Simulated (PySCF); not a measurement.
C5H9N2Si (doublet state).
Z-matrix (Å and degrees, GFN2-xTB geometry), rows numbered from 1:
```
C 
C   1  1.5292
Si  2  1.9058  1  111.13
N   3  1.7582  2  108.09  1    62.97
C   4  1.3745  3  127.06  2    64.51
C   5  1.3597  4  107.00  3  -178.05
N   6  1.3636  5  109.61  4     0.00
C   7  1.2965  6  105.61  5    -0.15
H   1  1.0887  2  110.54  3  -178.06
H   1  1.0883  2  110.83  3   -58.22
H   1  1.0881  2  110.89  3    62.06
H   2  1.0920  1  108.99  3   121.88
H   2  1.0905  1  109.37  3  -121.81
H   3  1.4619  2  115.47  1   -53.94
H   5  1.0710  4  121.25  3     2.20
H   6  1.0714  5  129.47  4  -179.90
H   8  1.0713  4  122.24  3    -1.80
```

The hyperfine couplings belong to this conformer and change with its torsions.

The species is `CC[SiH]N1C=CN=C1` [radical].

The calculation used UKS B3LYP, pcH-1 on C H N Si, non-relativistic, mean-field spin-orbit, GIAO (PySCF). Isolated species at its GFN2-xTB geometry (one conformer only). The geometry wasn't refined by DFT: couplings that depend on bond lengths, twists or pyramidal angles can differ widely from those at the functional's own minimum, by a factor of two or more for some ions and for spin on atoms past the first row. No stability test was run, so a lower SCF solution isn't excluded.

Match the computed a_iso(13C) values +50.4, +27.0, +7.9, +0.7 MHz with the sites C1; C2; C5; C8.

```csv
site,a_iso (MHz),ρ(0) (bohr⁻³),position,distance from Si3 (Å),spin population,largest |T| (MHz)
C1,+27.0,+0.0241,2 bonds from Si3,2.84,+0.01,5.6
C2,+50.4,+0.0448,1 bond from Si3,1.91,+0.03,13.9
C5,+0.7,+0.0006,2 bonds from Si3,2.81,0.00,1.9
C8,+7.9,+0.0070,2 bonds from Si3,2.81,+0.01,4.1
```

ρ(0) is the spin density at the nucleus and T the dipolar tensor; a_iso includes a spin–orbit part; entries for several nuclei are means. The largest Mulliken spin population is on Si3 (+0.89). The angles at Si3 add up to 328.3°, so it is pyramidal.

Class means assume fast exchange of nuclei equivalent by connectivity; if that motion is slow, each nucleus keeps its own coupling. The three 1H nuclei of mean +9.5 MHz run from 0.1 to 27.1 MHz in the frozen geometry.
